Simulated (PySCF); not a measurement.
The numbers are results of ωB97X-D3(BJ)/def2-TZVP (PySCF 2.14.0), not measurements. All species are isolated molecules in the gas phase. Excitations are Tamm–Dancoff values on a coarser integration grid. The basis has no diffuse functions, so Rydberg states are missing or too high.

Reference species (SMILES): `F/[SiH]=[SiH]\[SiH3]` (neutral, multiplicity 1).

```json
{
 "LUMO": "-0.27 eV",
 "brightest of the four lowest singlets (TDA)": "4.24 eV",
 "HOMO": "-8.23 eV",
 "HOMO–LUMO gap": "7.96 eV"
}
```

Changed species: `F[Si](=[SiH2])[SiH3]`.

Task: What does the change do to the LUMO, brightest of the four lowest singlets (TDA), HOMO and HOMO–LUMO gap?

Result: the LUMO increases by 0.20 eV, to -0.07 eV; the brightest of the four lowest singlets (TDA) goes up by 0.03 eV, to 4.27 eV; the HOMO rises by 0.16 eV, to -8.07 eV; the HOMO–LUMO gap rises by 0.04 eV, to 8.00 eV.
